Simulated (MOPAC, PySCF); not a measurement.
C10H9BS, SMILES `Bc1ccc(C=C)c2ccsc12`, neutral singlet in the gas phase. 

Z-matrix (Å, degrees):
```
C
C 1 1.4210
C 2 1.4182 1 123.12
C 3 1.4114 2 115.46 1 0.12
H 4 1.0928 3 118.23 2 179.54
C 4 1.3953 5 119.12 3 179.55
H 6 1.0913 4 119.21 5 -1.09
C 6 1.4038 7 119.23 4 178.78
C 1 1.4424 2 111.83 3 179.53
C 9 1.3622 1 112.64 2 0.37
H 9 1.0893 10 122.91 1 179.64
H 10 1.0893 9 127.30 11 -0.37
C 8 1.4696 6 122.04 7 1.37
C 13 1.3420 8 126.35 6 17.14
H 14 1.0925 13 120.78 8 -179.62
H 14 1.0934 15 116.72 13 179.23
H 13 1.0939 14 117.87 15 0.96
B 3 1.5332 4 120.78 5 -0.32
H 18 1.2068 3 119.72 4 0.26
H 18 1.2071 19 119.24 3 179.94
S 10 1.7427 12 119.42 9 -179.72
```
Charge 0, spin multiplicity 1.

All levels are single points at this geometry (B3LYP-D3(BJ)/def2-SVP); Pople sets use spherical d functions. Orbital energies aren't observables, and empty levels follow the basis.

```tsv
level	HOMO (eV)	LUMO (eV)	gap (eV)	dipole (D)	vertical IE, Delta-SCF (eV)
TPSSh-D3(BJ)/def2-TZVP in PySCF	-5.86	-2.71	3.15	2.65	7.74
B3LYP/6-311+G** in PySCF	-6.23	-2.56	3.67	2.53	–
M06-2X/6-31G* in PySCF	-7.14	-1.32	5.82	2.46	–
SVWN5/6-31G* in PySCF	-5.48	-3.08	2.39	2.99	7.76
HF/3-21G in PySCF	-8.04	1.18	9.22	2.90	–
HF/STO-3G in PySCF	-5.91	4.45	10.36	1.49	–
AM1 in MOPAC	-8.45	-0.72	7.72	1.42	–
PM3 in MOPAC	-8.82	-1.27	7.55	2.99	–
PM6 in MOPAC	-8.57	-1.12	7.44	1.85	–
```
